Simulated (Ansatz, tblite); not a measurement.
Species of one formula, WN₂O₂H₄ (singlet), each relaxed with PBE-D4/def2-SVP in Ansatz.

In the def2 sets W takes a core potential; there is no spin–orbit coupling. The xTB rows come from tblite. LC-ωPBE has ω = 0.4 bohr⁻¹. Correlated methods freeze 4 core orbitals; core or outer-core shells of W are correlated, in sets that lack core-valence functions.

A: At CCSD(T)/def2-SVP, MP2/def2-TZVP the test of the restricted singlet for broken spin symmetry was undecided. B: At MP2/def2-TZVP the test of the restricted singlet for broken spin symmetry was undecided.

Other spin states weren't relaxed.

A: W(NH)2(OH)2 (WN2O2H4)

B: WO2(NH2)2 (WN2O2H4)

Question: Estimate their order by electronic energy at r2SCAN0-D4/def2-TZVP, counted from the lowest.

Answer: B (0.0) < A (27.4), in kcal/mol.

Question: Do the other levels pick the same lowest one?

Answer: All that were run do. Energies above each level's lowest (kcal/mol):

```csv
level,A,B
GFN1-xTB,39.5,0.0
GFN2-xTB,27.2,0.0
HF/def2-SVP,21.2,0.0
HF/def2-TZVP,23.1,0.0
PBE-D4/def2-SVP,30.5,0.0
PBE-D4/def2-TZVP,30.4,0.0
r2SCAN-D4/def2-TZVP,29.9,0.0
PBE0-D4/def2-SVP,27.7,0.0
PBE0-D4/def2-TZVP,28.0,0.0
r2SCAN0-D4/def2-TZVP,27.4,0.0
LC-ωPBE/def2-TZVP,30.1,0.0
MP2/def2-SVP,31.6,0.0
MP2/def2-TZVP,30.2,0.0
CCSD/def2-SVP,25.7,0.0
CCSD(T)/def2-SVP,27.7,0.0
```
Point groups (tolerance 0.1 Å): A C2, B Cs.
